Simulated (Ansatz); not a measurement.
Reaction (substitution at a C–C bond): `CC(C)CCl` + `[CH3][Al]([OH])[F]` → `CC(C)[O][Al]([CH3])[F]` + `CCl`

Gas-phase electronic energies from Ansatz, PBE0-D4/def2-TZVP geometries. CCSD(T)/CBS adds triple-zeta CCSD(T) − MP2 to the extrapolated MP2 energy (def2 sets, frozen cores). This one scheme is used for every species. Functionals use def2-TZVPP. HSE06 is defined as in plane-wave codes. Each species was taken in one conformer, which may not be the lowest.

Q: Is it downhill or uphill in electronic energy at CCSD(T)/CBS, and by how much? (An estimate is asked.)

A: Computed: Uphill: ΔE = +12.0 kcal/mol.

Q: What do these levels give: r2SCAN-D4, ωB97M-V, HSE06, MP2/def2-SVP, CCSD(T)/def2-SVP, MP2/def2-TZVPP? (An estimate is asked.)

A: Computed: r2SCAN-D4 10.2, ωB97M-V 10.6, HSE06 10.5, MP2/def2-SVP 11.3, CCSD(T)/def2-SVP 9.2, MP2/def2-TZVPP 13.6 kcal/mol.

Largest T1 diagnostic among the species: 0.012.

At CCSD(T), def2-SVP lies −2.8 kcal/mol from the extrapolated value and def2-TZVPP −0.5 kcal/mol. Leaving LDA and LC-ωPBE aside and taking each functional with its dispersion term where it has one, the values, not all of them listed here, spread over 3.2 kcal/mol, from BLYP-D4 to PBE-QIDH. LDA lies +1.2 kcal/mol from PBE without D4.
